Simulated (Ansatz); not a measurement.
`N=CBO` + BH₃ → `BBC=N` + H₂O  (formal exchange of groups at a B–O bond)

Program: Ansatz. Geometries: PBE0-D4/def2-TZVP. ΔE: electronic, gas phase. CCSD(T)/CBS is the MP2 limit (def2-TZVPP, def2-QZVPP) plus CCSD(T) − MP2 in def2-TZVPP, frozen cores. This one scheme is used for every species. Functionals use def2-TZVPP. One conformer a species, not always the lowest.

```tsv
level	ΔE (kcal/mol)
r2SCAN-D4	35.7
BHLYP-D4	39.8
```

**Question.** What does CCSD(T)/CBS give? (Best estimate.)

**Answer.** Ansatz gave: +38.5 kcal/mol. The listed levels differ from it by -2.8, 1.3 kcal/mol.

Largest T1 diagnostic among the species: 0.015.

From BLYP to BHLYP (50 % exact exchange), in def2-TZVPP and without D4, ΔE moves by +3.8 kcal/mol. In def2-TZVPP, CCSD(T) changes the Hartree–Fock value by −2.0 kcal/mol (the triples alone add +0.1 kcal/mol) and MP2 by −0.8 kcal/mol. At CCSD(T), def2-SVP lies +9.4 kcal/mol from the extrapolated value and def2-TZVPP +1.6 kcal/mol.
